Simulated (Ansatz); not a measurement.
The first iterations of a band of C$_{2}$H$_{3}$BCl (7 atoms, charge -1, multiplicity 1).

Theory: Ansatz 0.2.0, RKS PBE/def2-SVP.

```
movable images  : 5
climbing image  : yes
spring          : 5.0 eV/Å²
optimiser       : quadratic models (default)
start path      : through a guess of the saddle point
force threshold : 0.05 eV/Å
iteration limit : 60
end points      : relaxed
```

Image 0:

```xyz
7
Properties=species:S:1:pos:R:3
C -1.435 0.956 0.108
C -0.194 0.473 0.562
B 0.759 -0.512 -0.069
Cl 0.454 -1.343 -1.674
H -1.599 0.425 -0.888
H 0.178 0.868 1.549
H 1.837 -0.868 0.412
```

Image 6:

```xyz
7
Properties=species:S:1:pos:R:3
C -0.985 0.928 -0.020
C -0.247 0.298 0.931
B 0.508 -0.302 -0.236
Cl 0.145 -2.072 -0.863
H -0.559 0.719 -1.083
H -0.405 0.313 2.023
H 1.543 0.116 -0.754
```

| iteration | highest image above the first end (eV) | largest band force component (eV/Å) |
| --- | --- | --- |
| 1 | 11.647 | 30.716 |
| 2 | 3.998 | 9.898 |
| 3 | 1.768 | 4.650 |
| 4 | 0.620 | 2.545 |
| 5 | 0.496 | 2.101 |
| 6 | 0.473 | 2.131 |
| 7 | 0.312 | 1.901 |

Does the band converge within its limit, and where does its top end?

The forces met the threshold. It ended after 21 iterations with the highest image 0.048 eV above the first end. A vibrational analysis at the climbing image gives one clearly imaginary mode, 192i cm⁻¹: a first-order saddle point. Limits of this set-up: an anion without diffuse functions, the dipole of an ion depends on the origin.

Run time: 3.5 min on 1 thread of Intel(R) Xeon(R) Platinum 8259CL CPU @ 2.50GHz (Skylake/Cascade Lake) (shared host), peak memory 0.15 GiB.
